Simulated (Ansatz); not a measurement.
`O[SiH](F)O[SiH2]`• → F• + 4 H• + 2 O• + 2 Si•  (atomization)

Program: Ansatz. Geometries: PBE0-D4/def2-TZVP. ΔE: electronic, gas phase. CCSD(T)/CBS is the MP2 limit (def2-TZVPP, def2-QZVPP) plus CCSD(T) − MP2 in def2-TZVPP, frozen cores. This one scheme is used for every species, atoms too. Functionals use def2-TZVPP. Open shells (•) are unrestricted, without spin–orbit coupling. Spin–orbit coupling would lower the free atoms: a little for F, O, Si. Each species was taken in one conformer, which may not be the lowest.

```tsv
species	r2SCAN-D4 energy (Eh)
`O[SiH](F)O[SiH2]`•	-831.82067
F•	-99.72763
H•	-0.49993
O•	-75.05861
Si•	-289.34127
```

Work out ΔE.

ΔE = 4 × (-0.49993) + 2 × (-75.05861) + 2 × (-289.34127) + (-99.72763) − (-831.82067) = 1.29356 Eh = +3396.2 kJ/mol. CCSD(T)/CBS gives +3404.9 kJ/mol.

Largest T1 diagnostic among the species: 0.013.

From PBE to PBE0 (25 % exact exchange), in def2-TZVPP and without D4, ΔE moves by −62.5 kJ/mol: exact exchange takes away binding that semilocal exchange gives to molecules. In def2-TZVPP, CCSD(T) changes the Hartree–Fock value by +805.3 kJ/mol (the triples alone add +45.4 kJ/mol) and MP2 by +901.9 kJ/mol; breaking electron pairs costs correlation energy, which Hartree–Fock lacks. The D4 term adds +32.3 kJ/mol with B3LYP and +16.9 kJ/mol with PBE0; it sums over pairs of atoms, weighted by their polarisabilities, and B3LYP, whose exchange is more repulsive, gets the larger term.

B3LYP here is the variant with VWN-RPA as its local correlation; programs differ in this.

For atomizations the MP2-based limit and the directly extrapolated one differ by several kJ/mol either way, and by 10 to 25 for some Ge, Se and Sn compounds, so smaller differences from it don't rank the levels.
